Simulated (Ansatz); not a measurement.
`C#C[Si](C#C)(C#C)C#C` at its PBE0-D4/def2-TZVP geometry, where that method's forces vanish. Charge 0, multiplicity 1.

| atom | x (Å) | y (Å) | z (Å) |
| --- | --- | --- | --- |
| C1 | -0.768 | 2.595 | 1.346 |
| C2 | -0.462 | 1.561 | 0.809 |
| Si3 | -0.001 | 0.001 | 0.001 |
| C4 | -1.270 | -0.449 | -1.218 |
| C5 | -2.108 | -0.749 | -2.030 |
| C6 | 0.131 | -1.311 | 1.250 |
| C7 | 0.219 | -2.182 | 2.078 |
| C8 | 1.598 | 0.203 | -0.837 |
| C9 | 2.657 | 0.335 | -1.395 |
| H10 | -1.038 | 3.511 | 1.820 |
| H11 | -2.851 | -1.014 | -2.747 |
| H12 | 0.297 | -2.952 | 2.811 |
| H13 | 3.595 | 0.452 | -1.889 |

(1) For each bond, give half the difference of the two atoms' forces along it (eV/Å; positive pushes the atoms apart) under PBE-D4, r2SCAN-D4, B3LYP-D4, ωB97M-V in def2-TZVPP. (Estimate.)

Answers

(1) Computed: 
```
  bond  length (Å)  PBE-D4  r2SCAN-D4  B3LYP-D4  ωB97M-V
 C1–C2       1.205    0.97       0.39      0.00    -0.27
C1–H10       1.066   -0.36      -0.23     -0.10     0.05
C2–Si3       1.816   -0.50      -0.18      0.03     0.18
Si3–C4       1.816   -0.49      -0.18      0.04     0.18
Si3–C6       1.816   -0.50      -0.18      0.03     0.18
Si3–C8       1.816   -0.49      -0.18      0.04     0.18
 C4–C5       1.205    0.97       0.39      0.00    -0.27
C5–H11       1.066   -0.36      -0.23     -0.10     0.05
 C6–C7       1.205    0.97       0.39      0.00    -0.27
C7–H12       1.066   -0.36      -0.23     -0.10     0.05
 C8–C9       1.205    0.97       0.39      0.00    -0.27
C9–H13       1.066   -0.36      -0.23     -0.10     0.05
```

B3LYP here is the variant with VWN-RPA as its local correlation; programs differ in this.
